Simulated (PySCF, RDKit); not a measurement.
Pair of molecules: C2H4 (SMILES C=C) (first 6 atoms) with C2H6O (SMILES COC); geometry from B3LYP-D3(BJ)/def2-TZVP, rigid monomers moved along the line of their centres of mass till H5···O8 is 3.40 Å.
(charge 0, multiplicity 1):
```xyz
15

C      0.518    -0.504     0.288
C     -0.398     0.437     0.469
H      0.860    -0.790    -0.700
H      0.967    -1.029     1.123
H     -0.735     0.719     1.459
H     -0.842     0.958    -0.371
C      0.610     0.804     5.116
O     -0.749     0.524     4.856
C     -1.060    -0.843     5.012
H      1.270     0.258     4.429
H      0.881     0.540     6.146
H      0.756     1.873     4.971
H     -0.479    -1.468     4.321
H     -2.119    -0.964     4.791
H     -0.866    -1.182     6.038
```

Interaction energies are E(AB) − E(A) − E(B) at the monomers' geometry in the complex; basis-set methods are counterpoise corrected. Rows marked so take none. RDKit's UFF carries no charges.

Rows in 3-21G, 6-31G* carry no dispersion term and start afresh at each structure (6-31G* with six Cartesian d functions).

Run with PySCF for 3-21G rows, 6-31G* rows; RDKit for the force fields. Each number belongs to the level named beside it.

**Question.** Estimate the interaction energy that UFF returns for this input.

**Answer.** -0.8 kcal/mol
